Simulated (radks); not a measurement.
Results of a calculation; reference values are marked as such.
Species: K+. Configuration: [Ar] (the NIST ground configuration).

Code: a radial shooting solver on a logarithmic mesh with Libxc functionals. Model: scalar-relativistic Kohn-Sham, LDA (Slater exchange, Perdew-Wang correlation), spin-polarised, spherical densities, finite nucleus; Fermi nuclear charge, rms radius 3.4349 fm.

Energy parts (hartree):
| part | energy |
|---|---|
| total | -600.39599 |
| kinetic | 603.59723 |
| electron-nucleus | -1426.37860 |
| Hartree | 254.05707 |
| exchange-correlation | -31.67170 |

Orbitals (lengths in bohr, moments of r in powers of bohr; r(max) is where P^2 peaks):
| orbital | occ. | eigenvalue (hartree) | r(max) | <r^2> |
|---|---|---|---|---|
| 1s | 2 | -129.2748 | 0.05315 | 0.008878 |
| 2s | 2 | -13.17360 | 0.3190 | 0.1795 |
| 2p | 6 | -10.51915 | 0.2625 | 0.1530 |
| 3s | 2 | -1.51995 | 1.076 | 1.865 |
| 3p | 6 | -0.91772 | 1.152 | 2.418 |

The highest occupied level is 3p at -24.973 eV. For comparison, the ionisation energy in NIST's Atomic Spectra Database is 31.625 eV (measured). In exact Kohn-Sham theory the highest level is minus the ionisation energy, but local and semilocal functionals leave it too shallow, through self-interaction and a potential that decays too fast; potentials with the right tail come closer. Summed over all electrons, <r^2> = 19.53 bohr^2, which gives a Langevin (diamagnetic) susceptibility term of -15.5 x 10^-6 cm^3/mol. The electron density at the nucleus is 5174 e/bohr^3 (large components only).
